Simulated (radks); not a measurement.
Question: The mean radii <r> (bohr) of the occupied orbitals of an atom or ion are listed with their occupations. Method: scalar-relativistic Kohn-Sham, PBE, spin-unpolarised, spherical densities, point nucleus; computed with a radial shooting solver on a logarithmic mesh with Libxc functionals.

| orbital | occ. | <r> |
|---|---|---|
| 1s | 2 | 0.02455 |
| 2s | 2 | 0.1032 |
| 2p | 6 | 0.09030 |

Name the element and its charge.

Answer: Z = 58, cerium, charge +48: Ce48+ in [Ne]. The 1s radius gives Z: for a bare nucleus <r> = (2 gamma + 1)/(2Z) with gamma = sqrt(1 - (Z/c)^2), 0.02424 bohr for Z = 58, and screening makes it slightly larger (0.02455 here). The occupations add up to 10, and the charge is Z minus that.
